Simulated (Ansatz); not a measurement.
Computed with Ansatz on PBE0-D4/def2-TZVP structures; ΔE is electronic, products minus reactants. CCSD(T)/CBS adds triple-zeta CCSD(T) − MP2 to the extrapolated MP2 energy (def2 sets, frozen cores). This one scheme is used for every species. DFT in def2-TZVPP. B3LYP here is the variant with VWN-RPA as its local correlation; programs differ in this. Triplets are unrestricted, without spin–orbit coupling. def2 core potentials past Kr. For W outer-core shells are correlated without core-valence functions, which leaves a few kJ/mol of doubt a bond. One conformer a species, not always the lowest.

Consider the formal loss of a carbene: `C[O][W](=[NH])(=[NH])[O]C` → `[CH2]` (triplet) + `C[O][W](=[NH])(=[NH])[OH]`.

```csv
level,ΔE (kJ/mol)
B97M-V,389.1
B3LYP-D4,386.0
B2PLYP,381.0
r2SCANh,360.7
r2SCAN0,357.4
LC-ωPBE,373.5
CCSD(T)/def2-TZVPP,377.6
MP2/CBS(def2),395.0
```

(1) What does CCSD(T)/CBS give? (An estimate is asked.)

Largest T1 diagnostic among the species: 0.020.

## Answers

(1) The calculation gave: +385.4 kJ/mol. The listed levels differ from it by 3.7, 0.6, -4.4, -24.7, -28.0, -11.9, -7.8, 9.6 kJ/mol.

From r2SCAN to r2SCAN0 (25 % exact exchange), in def2-TZVPP and without D4, ΔE moves by −5.9 kJ/mol. The D4 term adds +10.2 kJ/mol with B3LYP and +5.8 kJ/mol with PBE0; it sums over pairs of atoms, weighted by their polarisabilities, and B3LYP, whose exchange is more repulsive, gets the larger term.
